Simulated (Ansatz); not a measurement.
Cost and result for the atomization energy of C₂H₇BS₂ (`CCB(S)S`) (12 atoms, 11 bonds).

```
atom   x (Å)   y (Å)   z (Å)
  C1  -0.532  -0.890  -1.431
  C2  -0.807   0.202  -0.403
  B3   0.275   0.405   0.721
  S4  -0.258   1.261   2.213
  S5   1.943  -0.198   0.420
  H6  -0.469  -1.873  -0.959
  H7  -1.321  -0.933  -2.185
  H8   0.412  -0.719  -1.955
  H9  -1.787   0.047   0.063
 H10  -0.893   1.172  -0.912
 H11   0.911   1.313   2.871
 H12   2.526   0.213   1.557
```

Charge 0, multiplicity 1. All single points use the PBE0-D4/def2-TZVP geometry. It is one conformer, not always the lowest. Program: Ansatz. All runs use 4 threads of an Arm Neoverse V1 on a shared host. Times are those of one run each, without the atoms' runs, and a repeat can differ threefold. Electronic energies, without spin–orbit coupling; frozen cores. CCSD(T)/CBS adds CCSD(T) − MP2 in def2-TZVPP to the MP2 limit, and its time is that of the two runs behind it. T1 = 0.012. HSE06 is the plane-wave form, built on full-range PBE exchange.

CCSD(T)/CBS is a level of theory with its own doubt, some kJ/mol a heavy atom from the limit and from the frozen cores, so smaller differences don't rank the functionals.

```json
{"level": "LDA (SPW92)/def2-TZVPP", "functions": "275", "wall time": "1.8 s"}
{"level": "revPBE-D4/def2-TZVPP", "functions": "275", "wall time": "2.6 s"}
{"level": "BLYP-D4/def2-TZVPP", "functions": "275", "wall time": "2.8 s"}
{"level": "CAM-B3LYP-D4/def2-TZVPP", "functions": "275", "wall time": "4.7 s"}
{"level": "r2SCAN-D4/def2-TZVPP (with forces)", "functions": "275", "wall time": "6 s"}
{"level": "CCSD(T)/def2-SVP", "functions": "113", "wall time": "6 s"}
{"level": "r2SCANh-D4/def2-TZVPP", "functions": "275", "wall time": "6.5 s"}
{"level": "HSE06-D4/def2-TZVPP", "functions": "275", "wall time": "7 s"}
{"level": "B2PLYP/def2-TZVPP", "functions": "275", "wall time": "7 s"}
{"level": "ωB97M-V/def2-TZVPP (with forces)", "functions": "275", "wall time": "15 s"}
{"level": "MP2/def2-QZVPP", "functions": "521", "wall time": "36 s"}
{"level": "CCSD(T)/def2-TZVPP", "functions": "275", "wall time": "3.6 min"}
{"level": "CCSD(T)/CBS(def2)", "functions": "–", "wall time": "4.2 min"}
```

Problem. What atomization energy does each give, and how far from CCSD(T)/CBS? (Estimate.)

Solution. Ansatz gave: 
```
                             level  atomization (kcal/mol)  difference from CCSD(T)/CBS  per bond
            LDA (SPW92)/def2-TZVPP                  1208.9                        149.8      13.6
              revPBE-D4/def2-TZVPP                  1060.3                          1.2       0.1
                BLYP-D4/def2-TZVPP                  1055.3                         -3.8      -0.3
           CAM-B3LYP-D4/def2-TZVPP                  1063.0                          3.9       0.4
r2SCAN-D4/def2-TZVPP (with forces)                  1069.4                         10.3       0.9
                  CCSD(T)/def2-SVP                  1011.5                        -47.6      -4.3
             r2SCANh-D4/def2-TZVPP                  1064.8                          5.7       0.5
               HSE06-D4/def2-TZVPP                  1070.8                         11.7       1.1
                 B2PLYP/def2-TZVPP                  1048.8                        -10.3      -0.9
  ωB97M-V/def2-TZVPP (with forces)                  1068.1                          9.0       0.8
                    MP2/def2-QZVPP                  1062.3                          3.2       0.3
                CCSD(T)/def2-TZVPP                  1034.5                        -24.6      -2.2
                 CCSD(T)/CBS(def2)                  1059.1                          0.0       0.0
```

In def2-TZVPP, CCSD(T) changes the Hartree–Fock value by +238.3 kcal/mol (the triples alone add +15.2 kcal/mol) and MP2 by +251.9 kcal/mol; breaking electron pairs costs correlation energy, which Hartree–Fock lacks. Leaving LDA and LC-ωPBE aside and taking each functional with its dispersion term where it has one, the values, not all of them listed here, spread over 44.6 kcal/mol, from BHLYP-D4 to PBE-D4. LDA lies +133.2 kcal/mol from PBE without D4, its usual overbinding. At CCSD(T), def2-SVP lies −47.5 kcal/mol from the extrapolated value and def2-TZVPP −24.5 kcal/mol: correlation converges slowly with the basis, and small sets miss more of it in the bonded molecule than in its fragments.
